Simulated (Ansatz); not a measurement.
Abridged output of a molecular run in Ansatz:

```
Functional definition: HF
667 factors; integrals over basis functions are off by at most 5.3e-4 eV
mean field evaluation 1: about -19088.4625 eV, gradient 3.9e1 eV
mean field evaluation 2: about -19088.6875 eV, gradient 3.9e1 eV
mean field evaluation 4: about -19091.8358 eV, gradient 2.4e0 eV
mean field evaluation 8: about -19091.8637 eV, gradient 1.6e-1 eV
mean field -19091.86387406 eV, -701.6130564416 hartree, gradient 3.3e-6 eV, S^2 0.000000; 0 other end points of the search recorded, 0 dependent functions left out
6 core orbitals not correlated: weight in the atoms' cores, before any rotation towards them, 1.000 or more for the frozen orbitals, at most 0.000 for the correlated occupied ones
reference -19091.86387406 eV, -701.6130564416 hartree; 17, 17 occupied and 45, 45 virtual orbitals, 667 factors
second order -18.83077719 eV of doubles, -0.00000000 eV of singles
cycle   1  -18.36393485 eV  change    4.7e-1 eV  update   1.1e-1
cycle   2  -18.73813654 eV  change   -3.7e-1 eV  update   3.6e-2
cycle   3  -18.85080519 eV  change   -1.1e-1 eV  update   2.5e-2
cycle   4  -18.84628966 eV  change    4.5e-3 eV  update   8.2e-3
cycle   5  -18.83531256 eV  change    1.1e-2 eV  update   3.0e-3
cycle   6  -18.83690932 eV  change   -1.6e-3 eV  update   1.1e-3
cycle   7  -18.83700472 eV  change   -9.5e-5 eV  update   3.8e-4
cycle   8  -18.83675327 eV  change    2.5e-4 eV  update   1.3e-4
cycle   9  -18.83683136 eV  change   -7.8e-5 eV  update   6.3e-5
cycle  10  -18.83686427 eV  change   -3.3e-5 eV  update   2.1e-5
perturbative correction -0.42349097 eV, -0.0155630061 hartree
Total energy: -19111.12422930 eV, -702.3208614414 hartree
```

Its atoms:

Cartesian coordinates in Å:
```
O -1.1344 -0.8969 -0.2258
Cd 0.2158 0.4817 0.1179
Cl 1.6661 2.1672 0.5364
H -0.7475 -1.7519 -0.4285
```

(1) Which basis set was used?
A. def2-TZVPPD
B. def2-SVP
C. def2-SVPD
D. cc-pV(Q+d)Z

(2) Write the keys of the input that set method, charge and spin (a neutral closed shell needs none for the last two).

Answers

(1) B. It gives 68 functions.

(2) 
```yaml
correlation: {method: ccsd_t}
```
